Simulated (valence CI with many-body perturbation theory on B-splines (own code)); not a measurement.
**Sr⁴⁺: electric-dipole lines**

Calculated by configuration interaction combined with many-body perturbation theory (CI+MBPT): six valence electrons over a frozen Dirac-Fock core [Ar] 3d10, radial functions for each j: 9 s, 9 p, 8 d, 6 f, 3 g, 1 h, with the one-electron correlation potential Σ1, the two-electron term Σ2, the three-electron term Σ3, Breit, model QED; selected CI, second order for the rest, scaled by the run's own slope (own B-spline code, finite nucleus).

Set against measurement, 33 paired levels are off by 296 cm⁻¹ on average, the worst by 563. Among the levels kept, up to 1200 cm⁻¹ of a level comes from second order outside the variational space, and about a tenth of that is noise between levels of different J, which matters for small intervals.

Lines 1 to 50 of 67 in falling wavelength, among levels below 253270 cm⁻¹, chosen from the strongest by gf and those to the six lowest levels. Wavelengths and rates use the calculated energies, so an error of 300 cm⁻¹ moves a line at 866.0 Å by 0.26 % and its rate by three times that or more. Electric multipoles are in the length gauge, E1 and E2 with the static RPA response of the core. Weak lines are less certain than strong ones. Lines between different terms over intervals too small for the method are left out, as are lines whose strength nearly cancels. The highest levels of a list are the least certain.

Names give the largest LS component (configuration and term), which can be under half, so a name can repeat, a term be missing and a line seem to break the LS rules; names also repeat where a configuration has a term twice. Letters in brackets count levels of one name in rising energy.

| λ vac (Å) | λ from measured levels | Upper | Lower | A (s⁻¹) | S (a.u.) |
| --- | --- | --- | --- | --- | --- |
| 866.0 | 862.3 | 4s 4p5 3P°_1 | 4s2 4p4 1S_0 | 7.78e+06 | 7.48e-03 |
| 750.0 | 747.8 | 4s 4p5 3P°_2 | 4s2 4p4 1D_2 | 3.77e+07 | 3.93e-02 |
| 717.8 | 715.8 | 4s 4p5 3P°_1 | 4s2 4p4 1D_2 | 3.68e+06 | 2.02e-03 |
| 687.6 | 686.2 | 4s 4p5 3P°_2 | 4s2 4p4 3P_1 | 2.42e+08 | 1.94e-01 |
| 671.7 | 669.9 | 4s 4p5 1P°_1 | 4s2 4p4 1S_0 | 7.10e+07 | 3.19e-02 |
| 662.5 | 660.9 | 4s 4p5 3P°_1 | 4s2 4p4 3P_0 | 3.27e+08 | 1.41e-01 |
| 660.5 | 659.2 | 4s 4p5 3P°_1 | 4s2 4p4 3P_1 | 2.57e+08 | 1.10e-01 |
| 650.6 | 649.2 | 4s 4p5 3P°_2 | 4s2 4p4 3P_2 | 7.59e+08 | 5.16e-01 |
| 643.6 | 642.2 | 4s 4p5 3P°_0 | 4s2 4p4 3P_1 | 1.09e+09 | 1.44e-01 |
| 635.0 | 632.1 | 4s2 4p3 4d 5D°_1 | 4s2 4p4 1S_0 | 1.51e+04 | 5.71e-06 |
| 626.2 | 624.9 | 4s 4p5 3P°_1 | 4s2 4p4 3P_2 | 5.33e+08 | 1.94e-01 |
| 580.3 | 578.3 | 4s2 4p3 4d 3D°_1 [a] | 4s2 4p4 1S_0 | 5.34e+05 | 1.55e-04 |
| 579.0 | 578.0 | 4s 4p5 1P°_1 | 4s2 4p4 1D_2 | 2.27e+09 | 6.52e-01 |
| 551.5 | 549.6 | 4s2 4p3 4d 5D°_1 | 4s2 4p4 1D_2 | 1.19e+06 | 2.96e-04 |
| 551.3 | 549.4 | 4s2 4p3 4d 5D°_2 | 4s2 4p4 1D_2 | 8.35e+05 | 3.45e-04 |
| 551.0 | 549.2 | 4s2 4p3 4d 5D°_3 | 4s2 4p4 1D_2 | 1.87e+05 | 1.08e-04 |
| 542.5 | 541.7 | 4s 4p5 1P°_1 | 4s2 4p4 3P_0 | 2.16e+06 | 5.11e-04 |
| 541.1 | 540.5 | 4s 4p5 1P°_1 | 4s2 4p4 3P_1 | 9.59e+06 | 2.25e-03 |
| 518.2 | 516.7 | 4s2 4p3 4d 5D°_1 | 4s2 4p4 3P_0 | 7.50e+06 | 1.55e-03 |
| 518.1 | 516.9 | 4s2 4p3 4d 3D°_2 [a] | 4s2 4p4 1D_2 | 3.18e+06 | 1.09e-03 |
| 517.9 | 517.3 | 4s 4p5 1P°_1 | 4s2 4p4 3P_2 | 1.19e+08 | 2.45e-02 |
| 517.4 | 515.9 | 4s2 4p3 4d 5D°_0 | 4s2 4p4 3P_1 | 9.05e+07 | 6.18e-03 |
| 517.0 | 515.6 | 4s2 4p3 4d 5D°_1 | 4s2 4p4 3P_1 | 3.15e+07 | 6.45e-03 |
| 516.8 | 515.4 | 4s2 4p3 4d 5D°_2 | 4s2 4p4 3P_1 | 2.24e+05 | 7.62e-05 |
| 512.1 | 510.7 | 4s2 4p3 4d 3D°_3 [a] | 4s2 4p4 1D_2 | 2.31e+05 | 1.07e-04 |
| 509.8 | 508.5 | 4s2 4p3 4d 3D°_1 [a] | 4s2 4p4 1D_2 | 1.56e+06 | 3.07e-04 |
| 501.8 | 501.2 | 4s2 4p3 4d 3D°_1 [b] | 4s2 4p4 1S_0 | 3.32e+07 | 6.22e-03 |
| 500.6 | 499.4 | 4s2 4p3 4d 3F°_2 [a] | 4s2 4p4 1D_2 | 9.93e+04 | 3.07e-05 |
| 496.1 | 494.9 | 4s2 4p3 4d 3F°_3 [a] | 4s2 4p4 1D_2 | 1.55e+07 | 6.54e-03 |
| 495.8 | 494.4 | 4s2 4p3 4d 5D°_1 | 4s2 4p4 3P_2 | 6.37e+07 | 1.15e-02 |
| 495.6 | 494.3 | 4s2 4p3 4d 5D°_2 | 4s2 4p4 3P_2 | 7.59e+07 | 2.28e-02 |
| 495.4 | 494.1 | 4s2 4p3 4d 5D°_3 | 4s2 4p4 3P_2 | 3.86e+07 | 1.62e-02 |
| 491.1 | 490.3 | 4s2 4p3 4d 3P°_1 | 4s2 4p4 1S_0 | 1.33e+06 | 2.33e-04 |
| 487.6 | 486.7 | 4s2 4p3 4d 3D°_2 [a] | 4s2 4p4 3P_1 | 1.24e+07 | 3.56e-03 |
| 481.2 | 480.2 | 4s2 4p3 4d 3D°_1 [a] | 4s2 4p4 3P_0 | 5.21e+07 | 8.60e-03 |
| 480.2 | 479.2 | 4s2 4p3 4d 3D°_1 [a] | 4s2 4p4 3P_1 | 8.02e+07 | 1.32e-02 |
| 477.7 | 477.0 | 4s2 4p3 4d 3G°_3 | 4s2 4p4 1D_2 | 7.05e+07 | 2.65e-02 |
| 472.0 | 471.2 | 4s2 4p3 4d 3F°_2 [a] | 4s2 4p4 3P_1 | 1.10e+07 | 2.87e-03 |
| 469.4 | 468.4 | 4s2 4p3 4d 1S°_0 | 4s2 4p4 3P_1 | 3.60e+07 | 1.84e-03 |
| 468.7 | 467.8 | 4s2 4p3 4d 3D°_2 [a] | 4s2 4p4 3P_2 | 1.23e+08 | 3.12e-02 |
| 463.7 | 462.7 | 4s2 4p3 4d 3D°_3 [a] | 4s2 4p4 3P_2 | 4.49e+07 | 1.55e-02 |
| 461.8 | 460.9 | 4s2 4p3 4d 3D°_1 [a] | 4s2 4p4 3P_2 | 3.59e+07 | 5.24e-03 |
| 454.3 | 453.4 | 4s2 4p3 4d 3F°_2 [a] | 4s2 4p4 3P_2 | 5.47e+07 | 1.27e-02 |
| 452.7 | 452.1 | 4s2 4p3 4d 1D°_2 | 4s2 4p4 1D_2 | 5.02e+08 | 1.15e-01 |
| 450.6 | 449.7 | 4s2 4p3 4d 3F°_3 [a] | 4s2 4p4 3P_2 | 6.34e+07 | 2.00e-02 |
| 448.2 | 447.9 | 4s2 4p3 4d 3D°_1 [b] | 4s2 4p4 1D_2 | 1.72e+08 | 2.29e-02 |
| 439.6 | 439.2 | 4s2 4p3 4d 3P°_1 | 4s2 4p4 1D_2 | 4.12e+08 | 5.19e-02 |
| 438.8 | 438.5 | 4s2 4p3 4d 3D°_2 [b] | 4s2 4p4 1D_2 | 1.02e+07 | 2.12e-03 |
| 436.5 | 436.0 | 4s2 4p3 4d 3F°_3 [b] | 4s2 4p4 1D_2 | 2.10e+08 | 6.03e-02 |
| 435.3 | 434.9 | 4s2 4p3 4d 3G°_3 | 4s2 4p4 3P_2 | 1.04e+08 | 2.95e-02 |
